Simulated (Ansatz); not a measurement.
Start from `BOC(O)O` and change one atom or group to get `OC(O)[SeH]`.

Ansatz, PBE0-D4/def2-TZVP geometries, multiplicity 1. Each molecule was computed in one conformer, which needn't be the lowest.

Scalar relativity is left out up to krypton. Spin–orbit coupling is left out; it splits and shifts lone-pair levels of the heavy atoms by tenths of an eV.

```csv
property,`BOC(O)O`
LUMO energy (ωB97M-V/def2-TZVPP) / eV,1.18
HOMO energy (PBE0/def2-TZVPP) / eV,-8.77
LUMO energy (PBE/def2-TZVPP) / eV,-1.67
size of the dipole moment (PBE/def2-TZVPP) / D,1.21
size of the dipole moment (ωB97M-V/def2-TZVPP) / D,1.24
HOMO energy (B3LYP/def2-TZVPP) / eV,-8.57
```

Q: What does the change do to each property? (An estimate is asked.)

A: Computed: 
```json
{"property": "LUMO energy (ωB97M-V/def2-TZVPP) / eV", "`OC(O)[SeH]`": "1.52", "shift": "0.34"}
{"property": "HOMO energy (PBE0/def2-TZVPP) / eV", "`OC(O)[SeH]`": "-6.97", "shift": "1.80"}
{"property": "LUMO energy (PBE/def2-TZVPP) / eV", "`OC(O)[SeH]`": "-1.18", "shift": "0.49"}
{"property": "size of the dipole moment (PBE/def2-TZVPP) / D", "`OC(O)[SeH]`": "1.31", "shift": "0.10"}
{"property": "size of the dipole moment (ωB97M-V/def2-TZVPP) / D", "`OC(O)[SeH]`": "1.51", "shift": "0.27"}
{"property": "HOMO energy (B3LYP/def2-TZVPP) / eV", "`OC(O)[SeH]`": "-6.74", "shift": "1.83"}
```

With PBE0 the HOMO rises by 1.80 eV and the LUMO rises by 0.37 eV, so the gap narrows by about 1.43 eV. PBE moves the HOMO by 1.47 eV and ωB97M-V by 1.98 eV. Dipoles are sizes alone; their direction can turn.

B3LYP here is the variant with VWN-RPA as its local correlation; programs differ in this.
